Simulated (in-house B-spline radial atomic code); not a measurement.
Response and correlation of Au⁻

Closed shell [Xe] 4f14 5d10 6s2. Computed with an all-electron radial atomic-structure program (B-spline basis): Dirac-Hartree-Fock, relativistic RPA (time-dependent Dirac-Hartree-Fock) for the response and second-order many-body perturbation theory for correlation, no-pair Dirac-Coulomb Hamiltonian, finite nucleus.

Command:
```bash
python run_mb.py task.json out
```
Settings (nuclear radius in fm, box in bohr, cutoff in hartree):
```
basis_form          2
Z                   79
core_configuration  [Xe] 4f14 5d10 6s2
rms_radius          5.4371
mass_number         197
speed_of_light      137.036
box_radius          67.716
lmax                7
intervals           68
virtual_cutoff      156025.0
```

Run time, properties included: 28 s on 1 thread of Intel(R) Xeon(R) Platinum 8559C (shared host).

```json
{"multipole (bohr³, bohr⁵, bohr⁷)": "dipole", "uncoupled": "122.57", "coupled RPA": "194.42"}
{"multipole (bohr³, bohr⁵, bohr⁷)": "quadrupole", "uncoupled": "2834.5", "coupled RPA": "5698.1"}
{"multipole (bohr³, bohr⁵, bohr⁷)": "octupole", "uncoupled": "212540", "coupled RPA": "?"}
```

Q: What is the coupled octupole polarisability?

A: 389830 atomic units, +83 % against the uncoupled value.

Q: Which subshells carry the dipole polarisability?

A: 6s1/2 100.0 %, 5d5/2 0.4 %, 5d3/2 -0.3 %.

Q: What does the dipole shielding factor come to?

A: The dipole shielding factor is 1.011, against the exact N/Z = 80/79 = 1.013 of the non-relativistic theorem.

Dipole polarisability at imaginary frequency:

```csv
u (Eh),α(iu) (bohr³)
0,194.4
0.00707,192.9
0.0177,185.3
0.0354,164
0.053,140.2
0.0707,118.7
0.106,86.58
0.141,65.95
0.177,51.95
0.247,35.81
0.354,23.66
0.53,14.86
0.707,10.68
1.06,6.651
1.77,3.49
3.54,1.303
```

Q: What dispersion coefficients follow for two such ions (the dispersion part alone)?

A: C6 = (3/π)∫α(iu)²du = 2820 hartree·bohr⁶ and C8 = 398200 hartree·bohr⁸.

Lowest J = 1 odd-parity excitations:

```
energy (eV)  oscillator strength  leading channel  weight
    0.92356             0.000572     6s1/2 → p1/2   0.704
```

For an outer ns² shell RPA puts the lowest triplet far too low, and second order misses the ns²-np² near-degeneracy.

Second-order correlation energy by the highest angular momentum of the excited pair (hartree): s -0.03524, p -0.321, d -0.9106, f -1.888, g -1.406, h -0.5107, i -0.2339, k -0.1174.

Q: What is the second-order correlation energy at the partial-wave limit?

A: The listed waves sum to -5.423 hartree; extrapolating the increments as (l + 1/2)⁻⁴ gives -5.6631 hartree, -1.93 eV per electron.
